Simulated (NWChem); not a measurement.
The numbers come from NWChem runs, not from measurements. System: C6H5, charge 0, spin multiplicity 2, at a geometry optimised with UPBE/def2-SVP. The structure started from a generated list of species. Its SCF solution wasn't tested for a lower state. Level: UPBE/def2-SVP.

Input file:

```
start mol
memory heap 200 mb stack 900 mb global 1100 mb
geometry units angstroms nocenter noautoz
  C      0.000000     0.000000    -1.405839
  C     -1.233525     0.000000    -0.777301
  C     -1.221200     0.000000     0.635959
  C      0.000000     0.000000     1.331615
  C      1.221200     0.000000     0.635959
  C      1.233525     0.000000    -0.777301
  H     -2.184534     0.000000    -1.333865
  H     -2.174772     0.000000     1.188431
  H      0.000000     0.000000     2.432315
  H      2.174772     0.000000     1.188431
  H      2.184534     0.000000    -1.333865
  symmetry group C2v
end
basis spherical
  * library def2-svp
end
dft
  xc xpbe96 cpbe96
  odft
  mult 2
  semidirect memsize 60000000 filesize 0
  iterations 100
end
task dft energy
```

NWChem printed:

```
             Northwest Computational Chemistry Package (NWChem) 7.3.0
             --------------------------------------------------------

                                NWChem Input Module
                                -------------------

 Scaling coordinates for geometry "geometry" by  1.889725989
 (inverse scale =  0.529177249)

 Turning off AUTOSYM since
 SYMMETRY directive was detected!

                             Geometry "geometry" -> ""
                             -------------------------

 Output coordinates in angstroms (scale by  1.889725989 to convert to a.u.)

  No.       Tag          Charge          X              Y              Z
 ---- ---------------- ---------- -------------- -------------- --------------
    1 C                    6.0000     0.00000000     0.00000000    -1.40583900
    2 C                    6.0000    -1.23352500     0.00000000    -0.77730100
    3 C                    6.0000    -1.22120000     0.00000000     0.63595900
    4 C                    6.0000     0.00000000     0.00000000     1.33161500
    5 C                    6.0000     1.22120000     0.00000000     0.63595900
    6 C                    6.0000     1.23352500     0.00000000    -0.77730100
    7 H                    1.0000    -2.18453400     0.00000000    -1.33386500
    8 H                    1.0000    -2.17477200     0.00000000     1.18843100
    9 H                    1.0000     0.00000000     0.00000000     2.43231500
   10 H                    1.0000     2.17477200     0.00000000     1.18843100
   11 H                    1.0000     2.18453400     0.00000000    -1.33386500

 Effective nuclear repulsion energy (a.u.)     192.9296313299

            Nuclear Dipole moment (a.u.)
            ----------------------------
        X                 Y               Z
 ---------------- ---------------- ----------------
     0.0000000000     0.0000000000    -0.0000018897

      Symmetry information
      --------------------

 Group name             C2v
 Group number             16
 Group order               4
 No. of unique centers     7

      Symmetry unique atoms
[...]
   alpha     11     12     13     14     15     16     17     18     19     20
    beta     11     12     13     14     15     16     17     18     20     19
 overlap   0.995  0.995  0.999  0.997  1.000  0.987  0.998  0.999  0.997  1.000

   alpha     21     22     23     24     25     26     27     28     29     30
    beta     21     22     23     24     25     26     27     28     29     30
 overlap   0.982  1.000  0.996  0.997  1.000  0.999  0.997  1.000  0.999  0.996

   alpha     31     32     33     34     35     36     37     38     39     40
    beta     31     32     33     34     35     36     37     38     39     40
 overlap   0.999  0.996  0.996  0.981  0.972  0.831  0.973  0.833  0.999  0.999

   alpha     41     42     43     44     45     46     47     48     49     50
    beta     41     44     43     42     45     46     47     48     49     50
 overlap   1.000  0.957  0.993  1.000  0.994  1.000  0.989  0.973  0.996  1.000

   alpha     51     52     53     54     55     56     57     58     59     60
    beta     51     52     53     54     55     56     57     58     59     60
 overlap   0.982  0.994  0.945  0.999  0.933  0.974  0.997  0.996  0.996  0.997

   alpha     61     62     63     64     65     66     67     68     69     70
    beta     61     62     63     64     65     66     67     68     69     70
 overlap   1.000  0.999  0.999  0.998  0.997  0.999  1.000  0.999  0.999  0.995

   alpha     71     72     73     74     75     76     77     78     79     80
    beta     71     72     73     75     74     76     77     78     79     81
 overlap   0.988  0.999  0.993  0.978  1.000  0.979  1.000  0.961  0.998  0.991

   alpha     81     82     83     84     85     86     87     88     89     90
    beta     80     82     83     84     85     86     87     89     88     90
 overlap   0.994  0.996  0.999  0.998  1.000  0.986  1.000  0.941  1.000  0.946

   alpha     91     92     93     94     95     96     97     98     99    100
    beta     91     92     93     95     94     96     97     98     99    100
 overlap   0.991  0.998  0.991  0.997  0.997  0.997  0.999  1.000  1.000  1.000

   alpha    101    102    103    104    105    106    107    108    109
    beta    101    102    104    103    105    106    107    108    109
 overlap   1.000  1.000  0.998  0.999  0.999  0.999  0.998  0.998  1.000

     --------------------------
     Expectation value of S2:
     --------------------------
      <S2> =      0.7564 (Exact =     0.7500)

 center of mass
 --------------
 x =   0.00000000 y =   0.00000000 z =  -0.05211749

 moments of inertia (a.u.)
 ------------------
         291.182037436330           0.000000000000           0.000000000000
           0.000000000000         617.799679964724           0.000000000000
           0.000000000000           0.000000000000         326.617642528394

     Multipole analysis of the density
     ---------------------------------

     L   x y z        total         alpha         beta         nuclear
     -   - - -        -----         -----         ----         -------
     0   0 0 0     -0.000000    -21.000000    -20.000000     41.000000

     1   1 0 0     -0.000000     -0.000000      0.000000      0.000000
     1   0 1 0     -0.000000     -0.000000     -0.000000      0.000000
     1   0 0 1      0.341611      1.696301     -1.354688     -0.000002

     2   2 0 0    -22.385997   -110.722327   -108.638595    196.974924
     2   1 1 0     -0.000000     -0.000000     -0.000000      0.000000
     2   1 0 1     -0.000000     -0.000000     -0.000000      0.000000
     2   0 2 0    -28.526780    -14.596802    -13.929978      0.000000
     2   0 1 1     -0.000000     -0.000000     -0.000000      0.000000
     2   0 0 2    -25.302061   -102.359922    -90.426711    167.484572

 Task  times  cpu:        4.1s     wall:        4.1s

 Total times  cpu:        4.1s     wall:        4.1s
```
